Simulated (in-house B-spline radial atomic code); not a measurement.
Configurations of the rhodium ion Rh³⁺, with energies counted from [Kr] 4d6. Computed with a B-spline radial code for spherical atoms: scalar-relativistic (X2C) r2SCAN0, spin-polarised, spherical fractional occupations, exact exchange averaged over the configuration, Fermi nucleus of rms radius 4.4945 fm. Shells without spins written out take the highest spin.

Occupations are held fixed; configurations that lie above the ionisation limit could autoionise.

```tsv
configuration	E - E(ref) (eV)	highest orbital	its <r> (bohr)
[Kr] 4d5 5s1	7.3265	5s up	2.367
[Kr] 4d5 4f1	28.541	4f up	3.506
[Ar] 3d10 4s2 4p5 4d7	48.368	4d down	1.372
```

Task: Order these further configurations by energy, lowest first.
A. [Kr] 4d5 5d1
B. [Ar] 3d10 4s2 4p5 4d6 4f1
C. [Kr] 4d5 5p1

Result: C (15.185 eV), A (25.038 eV), B (77.791 eV).
